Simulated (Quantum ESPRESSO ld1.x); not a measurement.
Values are calculated unless marked as measured or tabulated.
Q: A nucleus of charge 52.1 with 53 electrons, 53 electrons, occupied as [Kr] 4d10 5s2 5p5. Code: ld1.x of Quantum ESPRESSO 7.5. Model: scalar-relativistic Kohn-Sham, PW91, spin-unpolarised, spherical densities, point nucleus. Some entries of the table are withheld. Estimate them.

orbital,occ.,eigenvalue (eV),<r> (bohr)
1s,2,-31760.469,0.02775
2s,2,-4868.604,0.1196
2p,6,-4370.030,0.1045
3s,2,(1),0.3213
3p,6,-802.884,0.3194
3d,10,(2),0.2960
4s,2,-159.330,0.7620
4p,6,-109.062,0.8180
4d,10,(3),0.9670
5s,2,-9.049,2.108
5p,5,-0.209,2.912

A: 
(1) 3s eigenvalue (eV): -964.892
(2) 3d eigenvalue (eV): -558.085
(3) 4d eigenvalue (eV): -35.874
